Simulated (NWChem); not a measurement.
System: Si2H5OCl; SMILES [SiH3]O[SiH2]Cl

```xyz
9

Si    -0.4363     2.1036    -0.0317
O      0.6328     0.8450    -0.2523
Si     0.9704    -0.7392     0.0135
Cl    -0.7354    -1.7100     0.6704
H      0.1822     3.3241    -0.6183
H     -0.6881     2.3175     1.4237
H     -1.7259     1.8101    -0.7211
H      2.0015    -0.8708     1.0744
H      1.4004    -1.3727    -1.2577
```
Atoms are numbered in this order, from 1.

Program: NWChem. Pople sets run with spherical d functions. STO-3G and 3-21G are far too small for this property and stand as cheap habits. All runs use the structure optimised with PBE0/def2-SVP. Field at 589 nm.

```csv
level,isotropic polarisability (bohr³),anisotropy (bohr³)
B3LYP/STO-3G,29.6,15.2
B3LYP/6-31G*,53.3,11.6
B3LYP/def2-SVP,(withheld),(withheld)
B3LYP/def2-SVPD,71.7,12.8
B3LYP/aug-cc-pVDZ,72.5,13.0
```

Problem. Some entries are withheld; supply them.

Solution. 
- B3LYP/def2-SVP, isotropic polarisability (bohr³): 56.7
- B3LYP/def2-SVP, anisotropy (bohr³): 9.5
